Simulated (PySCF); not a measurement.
Static response to an electric field

Compound: C5H8OSi.
Atom-mapped SMILES: `[CH3:1][O:2][C:3]1=[CH:4][CH:5]=[CH:6][SiH2:7]1` (hydrogens: H8, H9, H10 on C1; H11 on C4; H12 on C5; H13 on C6; H14, H15 on Si7)

Geometry (PBE0-D3(BJ)/def2-SVP, Å), atoms numbered from 1 in this order:
```xyz
15
C5H8OSi angstrom
C     -2.5381    0.3284   -0.3291
O     -1.6089   -0.6793   -0.0237
C     -0.3211   -0.3277    0.0331
C      0.2332    0.8975   -0.1598
C      1.6987    0.9412   -0.0208
C      2.3675   -0.1969    0.2792
Si     1.0876   -1.5407    0.4247
H     -3.5307   -0.1391   -0.3379
H     -2.5185    1.1318    0.4281
H     -2.3340    0.7727   -1.3193
H     -0.3241    1.8062   -0.3998
H      2.2089    1.9011   -0.1657
H      3.4520   -0.2245    0.3945
H      0.9431   -2.1478    1.7824
H      1.1862   -2.6398   -0.5825
```

Level: wB97X-D/def2-SVPD (PySCF), static field, nuclei fixed, core orbitals frozen in the response. The polarisability tensor in these axes (au):

```
x   106.01  -2.67   4.79
y    -2.67  94.81  -6.51
z     4.79  -6.51  66.10
```

Problem. Give the principal values, the mean and the anisotropy Δα = √{½[(α1 − α2)² + (α2 − α3)² + (α1 − α3)²]}.

Solution. Principal values 64.28, 95.08 and 107.56 au; mean 88.97 au = 13.18 Å³ = 14.67 × 10⁻⁴⁰ C²·m²/J; Δα = 38.59 au (43 % of the mean).

Problem. What is the dipole moment, and where does it point?

Solution. (-0.95, 1.34, -0.38) D, 1.68 D in size, pointing from the negative to the positive side. Measured along this direction, the outermost atoms are H14 and H15 at the negative end and H10 and H9 at the positive end.

Problem. Give the eigenvalues of the traceless quadrupole moment Θ = ½Σq(3rr − r²1), origin at the centre of nuclear charge.

Solution. -6.54, -1.62, 8.16 D·Å. The values depend on the origin, since the dipole doesn't vanish. The electronic extent ⟨r²⟩ about the same centre is 977 bohr², a root-mean-square distance of 2.14 Å for the 60 electrons.

Problem. Give the principal axes and the span of the nuclei along them.

Solution. Largest value along (0.95, -0.28, 0.15), where the nuclei span 6.76 Å; middle along (0.30, 0.94, -0.16), 4.51 Å; least along (-0.10, 0.20, 0.97), 2.43 Å. The response follows the extents in order.

Problem. What would n − 1 = 2πNα be for an ideal gas of these molecules at 273.15 K and 1 atm, electronic part alone?

Solution. N = p/kT = 2.6868 × 10¹⁹ cm⁻³, so n − 1 = 2π × N × 13.18 × 10⁻²⁴ cm³ = 2226 × 10⁻⁶ at long wavelengths.

Isolated species at its PBE0-D3(BJ)/def2-SVP geometry (one conformer only).
